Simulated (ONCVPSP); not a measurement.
## S: ONCV pseudisation with PBEsol, scalar-relativistic reference atom.

```
Element                 : sulfur (S)
Generator               : ONCVPSP 4.0.1
Type                    : optimised norm-conserving Vanderbilt (ONCV)
Functional              : PBEsol
Relativity              : scalar-relativistic
Frozen core             : [Ne]
Valence charge          : 6
Reference configuration : 3s1.5 3p4.5
Partial waves           : 3s: rc 1.05 bohr, ncon 3, nbas 6, qcut 5.2 1/bohr, 3 projectors, debl 2.2 Ha; 3p: rc 1.20 bohr, ncon 4, nbas 8, qcut 8.2 1/bohr, 1 projector
Local potential         : polynomial inside 1.00 bohr (lpopt 5, dvloc0 3 Ha)
Core correction         : none
```

- Cutoffs needed: 75 Ha and 105 Ha (the cutoffs (Ha) at which the residual kinetic energy of the hardest occupied pseudo-wave falls to 1 and 0.1 mHa per electron)
- Ghost test: ghosts flagged at negative energy: s at -214.7 eV; GHOST(+) flagged for s at 92.0 eV; a true bound ghost makes a file unfit for plane-wave use
- Largest excitation error: +19 meV (all-electron minus pseudo) for 3s2 3p2, out of 4 test configurations
